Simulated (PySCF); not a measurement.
# Vertical excitation energies

C8H5F.
Geometry (GFN2-xTB, Å), atoms numbered from 1 in this order:
```
atom  x, y, z in Å
C1     2.9163    2.9991   -0.1588
C2     2.1733    2.0516   -0.1070
C3     1.3340    0.9884   -0.0527
C4     0.5774    0.0437   -0.0093
C5    -0.2791   -1.0775    0.0547
C6     0.1651   -2.2727    0.4681
C7    -1.6676   -0.8557   -0.3539
C8    -2.1986    0.2846   -0.7738
F9    -2.4505   -1.9567   -0.2747
H10    3.5672    3.8197   -0.2017
H11   -0.4907   -3.1247    0.5150
H12    1.1892   -2.4168    0.7646
H13   -1.6017    1.1739   -0.8450
H14   -3.2351    0.3426   -1.0527
```

Computed with PySCF, TDDFT CAM-B3LYP/def2-SVPD, vertical, gas phase, core orbitals frozen in the response.

```
state  E (eV)  ν̃ (cm⁻¹)       f  symmetry   main configurations (H = HOMO, L = LUMO)
   S1    4.36      35190  0.0000         –                 H-1→L (76%), H-1→L+2 (12%)
   S2    4.54      36580   0.124        A′      H→L (52%), H-1→L+1 (26%), H-2→L (12%)
   S3    4.62      37280  0.0000         –     H→L+1 (70%), H-2→L+1 (17%), H-1→L (9%)
   S4    5.46      44020   0.319        A′                     H-2→L (64%), H→L (30%)
   S5    5.85      47220   0.154        A′    H→L+2 (47%), H-2→L (18%), H-1→L+1 (14%)
   S6    6.25      50440  0.0001         –  H-1→L+2 (55%), H-2→L+1 (13%), H-4→L (10%)
   S7    6.36      51310  0.0001         –  H-2→L+1 (53%), H-1→L+2 (17%), H→L+1 (14%)
   S8    6.59      53160   0.484        A′  H→L+2 (37%), H-2→L+2 (30%), H-1→L+1 (16%)
```

Triplets, Tamm–Dancoff:

| state | E (eV) | λ (nm) | main configurations (H = HOMO, L = LUMO) |
| --- | --- | --- | --- |
| T1 | 2.81 | 441.5 | H→L (85%) |
| T2 | 3.74 | 331.8 | H-2→L (50%), H→L+2 (27%), H-1→L+1 (11%) |
| T3 | 4.01 | 309.2 | H-1→L (52%), H→L+1 (22%), H-1→L+2 (13%) |

The lowest singlet comes at 284 nm (421 kJ/mol) in the ultraviolet; it is dark (f under 0.0005); its leading configuration is HOMO-1→LUMO (76%). The most intense listed level is S8 at 6.59 eV (188 nm, f = 0.484), 2.23 eV above S1. It is the last of those listed, so stronger ones may follow. Löwdin shares by element: HOMO carbon 59% or more (atoms not listed hold the other 41%); LUMO carbon 59% or more (atoms not listed hold the other 41%). The oscillator strengths of these states sum to 1.080; summed over the whole spectrum of an exact calculation they would give the number of electrons, 62 (Thomas–Reiche–Kuhn). Weighted by f, the mean energy of these states is 5.92 eV. The listed states span 2.23 eV, and the widest gap between neighbours is 0.84 eV (S3 to S4). Symmetry labels in Cs follow from the direction of the transition dipole and are given only for states with f of 0.002 or more. The window holds the lowest 8 singlets.

One conformer stands for the species.
